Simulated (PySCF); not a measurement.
Coordinates in bohr (charge 0 multiplicity 2):
```
W     0.0291    0.0000   -0.2760
O    -2.5284    0.0000    1.6945
N     2.5049    0.0000    1.6951
```

All numbers come from UPBE0/[W def2-TZVP with ECP60, O def2-TZVP, N def2-TZVP], scalar-relativistic core potentials, density fitting, no spin–orbit coupling, PySCF.

This geometry of WON is a stationary point at this level.

What is the point group?

Cs.

Is it a minimum?

Yes: all harmonic wavenumbers are real.

List the harmonic modes with their infrared intensities.


| symmetry | ω (cm⁻¹) | IR (km/mol) |
| --- | --- | --- |
| a' | 417 | 1.0 |
| a' | 980 | 142 |
| a' | 1106 | 32.4 |

Give the atomic charges and bond orders.


```
atom  Mulliken  Löwdin  polar tensor  spin (Mulliken)  Mayer order to W1
  W1      0.83    0.59          1.25             1.34                  –
  O2     -0.45   -0.28         -0.69            -0.13               2.13
  N3     -0.39   -0.32         -0.55            -0.22               2.86
```

What is the atomisation energy, with and without zero-point energy?

1174 kJ/mol without, 1159 kJ/mol with.

This need not be the most stable arrangement of these atoms. Open d and f shells are described by one determinant, and the ground state may have another occupation or spin. Spin–orbit coupling, left out here, can matter for elements this heavy.
